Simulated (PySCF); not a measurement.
This PySCF input asks for the spin–spin couplings of [GaF4]- ([F][Ga-]([F])([F])[F], [F4Ga]-); the geometry comes from PBE0-D3(BJ)/def2-SVP.

```python
import basis_set_exchange as bse
import numpy as np
from pyscf import gto, dft
from pyscf.data import nist
from pyscf.prop import ssc

atoms = """
Ga   -0.000236   -0.000201   -0.000329
F     0.005060   -0.013425    1.782019
F     1.679040    0.010271   -0.598924
F    -0.846265    1.457816   -0.580426
F    -0.837588   -1.454462   -0.602330
"""
names = {"Ga": "pcSseg-1", "F": "pcJ-1"}
basis = {el: gto.basis.parse(bse.get_basis(n, elements=[el], fmt="nwchem")) for el, n in names.items()}
mol = gto.M(atom=atoms, basis=basis, charge=-1, verbose=0)
mf = dft.RKS(mol, xc="PBE")
mf.grids.level = 2
mf.grids.alignment = dft.numint.BLKSIZE   # the property module wants whole blocks of grid points
mf.conv_tol = 1e-9
mf.kernel()

sc = ssc.RKS(mf)
sc.with_fcsd = True   # Fermi contact and spin-dipole together
sc.max_cycle_cphf = 60
g = {"F": 5.257736}   # nuclear g factors of 19F
sc.nuc_pair = [(i, j) for i in range(mol.natm) for j in range(i + 1, mol.natm)
               if mol.atom_pure_symbol(i) in g and mol.atom_pure_symbol(j) in g]
K = sc.kernel()
unit = nist.HARTREE2J / nist.PLANCK * (0.5 * nist.E_MASS / nist.PROTON_MASS) ** 2
for (i, j), k in zip(sc.nuc_pair, K):
    a, b = mol.atom_pure_symbol(i), mol.atom_pure_symbol(j)
    J = unit * g[a] * g[b] * np.trace(k) / 3
    if abs(J) >= 1:
        print("%s%d %s%d %8.1f Hz" % (a, i, b, j, J))
```

Problem. What does it print?

Solution. 
```
F1 F2   -139.7 Hz
F1 F3   -139.7 Hz
F1 F4   -139.7 Hz
F2 F3   -139.6 Hz
F2 F4   -139.5 Hz
F3 F4   -139.5 Hz
```

These numbers come from an equivalent density-fitted implementation of the same equations, which agrees with the script to about 0.1 Hz, so last digits may differ.

Size and cost of the density-fitted run: 149 basis functions, 8.9 s wall time on 1 thread of an Arm Neoverse V2, shared host.
